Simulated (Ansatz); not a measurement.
Two isomers of CH6OSSi2: A = `O[SiH]1CS[SiH2]1`, B = `SC1O[SiH2][SiH2]1`.

Isolated molecules relaxed with PBE0-D4/def2-TZVP in Ansatz; ΔE leaves out vibrations. CBS: MP2 limit from def2 TZ/QZ plus the TZ coupled-cluster correction, frozen cores. DFT in def2-TZVPP. B3LYP here is the variant with VWN-RPA as its local correlation; programs differ in this. One conformer a species, not always the lowest.

Task: Which is lower in electronic energy at CCSD(T)/CBS, and by how much? (Estimate.)

Result: Ansatz gave: A, by 44.7 kcal/mol.

Task: Give E(B) − E(A) in kcal/mol with MP2/def2-TZVPP, CCSD/def2-TZVPP, B3LYP-D4, CCSD(T)/def2-TZVPP, B2PLYP, PBE0-D4, PBE-D4. (Best estimate.)

Result: The calculation gave: MP2/def2-TZVPP 45.6, CCSD/def2-TZVPP 43.3, B3LYP-D4 42.2, CCSD(T)/def2-TZVPP 43.2, B2PLYP 43.2, PBE0-D4 44.5, PBE-D4 42.6. None reverses the order clearly.

Largest T1 diagnostic: 0.014.

From PBE to PBE0 (25 % exact exchange), in def2-TZVPP and without D4, E(B) − E(A) moves by +1.9 kcal/mol.
